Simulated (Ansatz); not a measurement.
`[O]=[W]([F])([F])([F])[Cl]`, relaxed with RKS PBE0-D4/def2-TZVP in Ansatz from a PBE-D4/def2-SVP geometry. The force threshold is 0.005 eV/Å; the program also tests the step.

The species carries charge 0 and has multiplicity 1. W takes the def2 core potential.

Start:

```xyz
6

O    -1.306    0.802    0.852
W    -0.065    0.042   -0.018
F    -0.753   -1.672   -0.332
F     1.208    1.402   -0.219
F    -0.400    0.323   -1.843
Cl    1.316   -0.897    1.561
```

| step | energy (eV) | largest force (eV/Å) | largest move (Å) |
| --- | --- | --- | --- |
| 1 | -24543.9125 | 1.564 | 0.000 |
| 2 | -24543.9713 | 0.243 | 0.048 |
| 3 | -24543.9755 | 0.056 | 0.019 |
| 4 | -24543.9757 | 0.026 | 0.010 |
| 5 | -24543.9757 | 0.021 | 0.005 |
| 6 | -24543.9757 | 0.003 | 0.001 |

End:

```xyz
6

O    -1.291    0.793    0.837
W    -0.067    0.043   -0.017
F    -0.749   -1.650   -0.322
F     1.189    1.389   -0.210
F    -0.387    0.314   -1.821
Cl    1.305   -0.889    1.533
```

Hardware: 4 threads of a server CPU on a shared host. Wall time 27 s, peak host memory 0.56 GiB.
